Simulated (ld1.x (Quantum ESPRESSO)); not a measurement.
## Which setting gave this result? (boron (B), TM)

Base potential:

ld1.x (Quantum ESPRESSO) 7.5 input, shortened:

```
&input
   title='B', zed=5., rel=0, dft='PBESOL', iswitch=3,
   config='[He] 2s2 2p1'
 /
 &inputp
   pseudotype=2, tm=.true., lloc=0,
   nlcc=.false.
 /
2
2P  2  1   1.00   0.00  3.80  3.80  0.0
2S  1  0   2.00   0.00  1.55  1.55  0.0
 &test
   configts(1)='2s2 2p1'
 /
```

Cutoffs, loose and tight: the cutoffs (Ry, on a coarse ladder) from which the occupation-weighted sum of valence levels, in a spherical-Bessel basis at the reference potential, stays within 10 and 1 mRy of its value at 400 Ry. They do not see the model core or the augmentation charge, which bear on the density cutoff. Test errors are all-electron minus pseudo excitation energies from the reference, over the configurations 2s2 2p0; 2s1 2p0; 2s2 2p0.5; 2s1 2p2; 2s2 2p1.3; 2s1 2p1; 2s0 2p3; variants that change the core or the reference have their own tests.

Only the p radius is moved:

| p radius (bohr) | cutoff, loose | cutoff, tight | bound ghosts | largest test error (meV) | median size of the test errors |
| --- | --- | --- | --- | --- | --- |
| 2.74 | 18 Ry | 50 Ry | none | +202 | 25.0 meV |
| 3.28 | 18 Ry | 50 Ry | none | +342 | 53.1 meV |
| 4.52 | 18 Ry | 50 Ry | none | +899 | 134.1 meV |
| 5.02 | 18 Ry | 50 Ry | none | +1167 | 161.2 meV |
| 5.56 | 18 Ry | 50 Ry | none | +1486 | 185.1 meV |

Problem. One more run gave cutoff, loose: 18 Ry; cutoff, tight: 50 Ry; bound ghosts: none; largest test error (meV): +503; median size of the test errors: 80.4 meV. Which value of the p radius was used?

Solution. 3.76 bohr. The median size of the test errors moves one way along this sweep, from 25.0 meV at 2.74 to 185.1 meV at 5.56 bohr, which places the run between 3.28 and 4.52 bohr.
